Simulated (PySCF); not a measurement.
# C4H6O2S: calculation and literature

Numbering as in the mapped SMILES `[CH2:1]=[CH:2][S:3](=[O:4])(=[O:5])[CH:6]=[CH2:7]`. Each H is labelled by its parent atom. Ha(C1), Ha(C7) are cis to S3; Hb(C1), Hb(C7) are trans to S3.

All values are calculated (PySCF 2.14.0 with density-fitted response routines): σ from GIAO-PBE0/pcSseg-1, coordinates at the GFN2-xTB level. A single conformation, non-relativistic, averaged over atoms made equivalent by symmetry, fast rotation or ring inversion, isolated molecule.

Reference values: measured (solution, DMSO-d6/CDCl3; I. P. Gerothanassis, L. B. Krivdin, Molecules 29 (2024) 3301).
```csv
atoms,quantity,reference,computed,"computed, scaled"
S3,δ $^{33}$S vs (NH4)2SO4 in D2O (sulfate scale),-26.0,–,-46.3
```

Reference values: estimated from measurements, as parent shift plus tabulated substituent increment (solution, not stated per compound (mostly CDCl3 or CCl4); Pretsch, Buehlmann, Badertscher, Structure Determination of Organic Compounds, 4th ed. (2009)).
| atoms | quantity | reference | computed | computed, scaled |
| --- | --- | --- | --- | --- |
| C2/C6 | δ $^{13}$C | 137.6 | 150.1 | 144.1 |
| C1/C7 | δ $^{13}$C | 131.2 | 135.6 | 130.0 |

Reference values: measured (solution, not stated per compound (mostly CDCl3 or CCl4); Pretsch, Buehlmann, Badertscher, Structure Determination of Organic Compounds, 4th ed. (2009)).
```tsv
atoms	quantity	reference	computed	computed, scaled
H(C2)/H(C6)	δ $^{1}$H	6.67	6.40	6.13
```

Computed shifts are σ(ref) − σ with the named reference compound (TMS for H and C) calculated as an isolated molecule at the same level. The measured values may be among those fitted. Empirical linear scaling, fitted to shifts measured mostly in CDCl3 for H and C (δ vs TMS): $^{13}$C (scatter 2.1 ppm rms, 2.3 ppm with the 13 outliers that the fit left out); $^{1}$H (scatter 0.17 ppm rms, 0.18 ppm with the 4 outliers that the fit left out); $^{33}$S (scatter 33.3 ppm rms vs sulfate, solution or neat liquid). Occasional misses reach two or three times the rms, and more in compound classes unlike the fitted ones.

How far are the unscaled $^{13}$C shifts from the references?

Results:

Mean signed difference +8.45 ppm, mean absolute 8.45 ppm over 2 comparisons; the largest is +12.5 ppm at C2/C6 (alkene CH).

4 of the 6 published NMR values on file for this molecule are compared.
